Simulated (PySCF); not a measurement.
# From a computed spectrum to the compound

A species of 7 atoms with charge 0 has these harmonic modes (B3LYP, small Gaussian bases with core potentials, PySCF 2.14.0):

```
cm⁻¹  km/mol  symmetry
  28    14.1      a2''
 122     2.2        e'
 122     2.2        e'
 316     0.0       a2'
 384   264.0        e'
 384   264.0        e'
 495     0.0       e''
 495     0.0       e''
 506   494.3      a2''
 590   177.8        e'
 590   177.8        e'
 613     0.0       a1'
3956   157.1        e'
3956   157.1        e'
3957     0.0       a1'
```

Problem. Which species is it, and in which structure?

Solution. Dy(OH)3 (singlet in the valence; each metal's 4f electrons, 9 of them, lie in its core potential, out of spins and levels):
```xyz
7

Dy    0.0000    0.0000    0.0000
O     2.0578    0.0000    0.0000
H     3.0167    0.0000    0.0000
O    -1.0289    1.7821    0.0000
H    -1.5084    2.6125    0.0000
O    -1.0289   -1.7821    0.0000
H    -1.5083   -2.6125    0.0000
```
Ideal gas at 298.15 K and 1 bar: S = 365.3 J/(mol K), Cp = 105.9 J/(mol K), H − H(0 K) = 21.7 kJ/mol (rigid rotor, harmonic modes, spin degeneracy alone, that of the 4f electrons in the core included; the modes under 60 cm⁻¹ make these uncertain). An lcecp potential fixes the number of 4f electrons, so in runs with it no electron can move into or out of that shell.
 The answer isn't unique; the calculation gave this one.
